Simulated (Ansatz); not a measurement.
C5H13Al (SMILES C[CH2][Al]([CH3])[CH2]C), singlet, geometry from GFN2-xTB (such geometries of metal compounds can be far from the true shape), atoms displaced at random by about 0.03 Å a coordinate; Ansatz (an electronic-structure program) with HF/STO-3G, gradient.

Here is a job for Ansatz.
Ansatz 0.2 input:
```yaml
crystal:
  periodic: [false, false, false]
  atoms:
    - {symbol: Al, position_ang: [-0.13688317, 0.15718017, 0.43216917]}
    - {symbol: C, position_ang: [-0.04187350, -0.24017381, 2.33573364]}
    - {symbol: H, position_ang: [-0.27784916, -1.31517341, 2.60458870]}
    - {symbol: H, position_ang: [-0.84598417, 0.31703679, 2.89243452]}
    - {symbol: H, position_ang: [0.87569801, -0.04718412, 2.83839710]}
    - {symbol: C, position_ang: [1.13218599, -0.94637193, -0.82772884]}
    - {symbol: C, position_ang: [1.76747630, -2.08522827, -0.19178223]}
    - {symbol: H, position_ang: [1.85118346, -0.28088197, -1.23294097]}
    - {symbol: H, position_ang: [0.46153170, -1.30758288, -1.70594490]}
    - {symbol: H, position_ang: [1.02845091, -2.75304205, 0.23914715]}
    - {symbol: H, position_ang: [2.29930265, -1.79704065, 0.72818537]}
    - {symbol: H, position_ang: [2.47445824, -2.61558468, -0.82769001]}
    - {symbol: C, position_ang: [-1.32486768, 1.56564569, -0.25586584]}
    - {symbol: C, position_ang: [-1.22798950, 1.60785763, -1.83056594]}
    - {symbol: H, position_ang: [-1.00744504, 2.52500996, 0.10063692]}
    - {symbol: H, position_ang: [-2.27645802, 1.40140080, -0.00350084]}
    - {symbol: H, position_ang: [-1.65551426, 0.72547994, -2.23245241]}
    - {symbol: H, position_ang: [-0.29685180, 1.83852582, -2.18201811]}
    - {symbol: H, position_ang: [-1.93168975, 2.47358885, -2.23159809]}
basis:
  gaussian:
    orbitals: STO-3G
hamiltonian:
  xc: hf
output: {forces: true}
```

Problem. What does Ansatz print? Leave out banner, timings and long lists.

Solution. 
```
Functional definition: HF
626 factors; integrals over basis functions are off by at most 7.5e-5 eV
mean field evaluation 1: about -11797.9819 eV, gradient 1.7e1 eV
mean field evaluation 2: about -11798.2516 eV, gradient 1.7e1 eV
mean field evaluation 4: about -11799.5916 eV, gradient 9.5e-1 eV
mean field evaluation 8: about -11799.5937 eV, gradient 6.9e-6 eV
mean field -11799.59366235 eV, -433.6270690396 hartree, gradient 2.7e-5 eV, S^2 0.000000; 0 other end points of the search recorded, 0 dependent functions left out
the calculation of the forces begins
reference -11799.59366235 eV, -433.6270690396 hartree; 28, 28 occupied and 19, 19 virtual orbitals, 626 factors
Total energy: -11799.59366235 eV, -433.6270690396 hartree
Atom 0 at    -0.136883     0.157180     0.432169 Å, force     1.701989    -1.203942    -0.990225 eV/Å
Atom 1 at    -0.041874    -0.240174     2.335734 Å, force    -3.202337    -1.273871     0.568202 eV/Å
Atom 2 at    -0.277849    -1.315173     2.604589 Å, force     0.507029     1.654369    -0.974427 eV/Å
Atom 3 at    -0.845984     0.317037     2.892435 Å, force     1.386448    -0.492305    -0.825253 eV/Å
Atom 4 at     0.875698    -0.047184     2.838397 Å, force     0.945375     0.502882     0.128386 eV/Å
Atom 5 at     1.132186    -0.946372    -0.827729 Å, force    -6.670960     3.413800    -1.270587 eV/Å
Atom 6 at     1.767476    -2.085228    -0.191782 Å, force     1.722804    -2.413063     3.401801 eV/Å
Atom 7 at     1.851183    -0.280882    -1.232941 Å, force     0.862327     0.700312    -0.669713 eV/Å
Atom 8 at     0.461532    -1.307583    -1.705945 Å, force     1.883354     0.903285     1.959157 eV/Å
Atom 9 at     1.028451    -2.753042     0.239147 Å, force    -0.086825    -0.667250    -0.795919 eV/Å
Atom 10 at     2.299303    -1.797041     0.728185 Å, force     0.336879     0.201136    -0.806310 eV/Å
Atom 11 at     2.474458    -2.615585    -0.827690 Å, force    -0.255808    -0.272825     0.088354 eV/Å
Atom 12 at    -1.324868     1.565646    -0.255866 Å, force     6.240682    -1.060585    -2.638034 eV/Å
Atom 13 at    -1.227990     1.607858    -1.830566 Å, force    -6.274003     3.721402     1.792997 eV/Å
Atom 14 at    -1.007445     2.525010     0.100637 Å, force    -0.075265     0.491611     0.488364 eV/Å
Atom 15 at    -2.276458     1.401401    -0.003501 Å, force    -4.664807    -0.564902     1.364091 eV/Å
Atom 16 at    -1.655514     0.725480    -2.232452 Å, force     0.194665    -1.265248    -0.808983 eV/Å
Atom 17 at    -0.296852     1.838526    -2.182018 Å, force     3.321568     0.128646    -1.190465 eV/Å
Atom 18 at    -1.931690     2.473589    -2.231598 Å, force     2.126886    -2.503452     1.178562 eV/Å
Dipole moment:    -0.089297     0.079793     0.047925 e Å
```
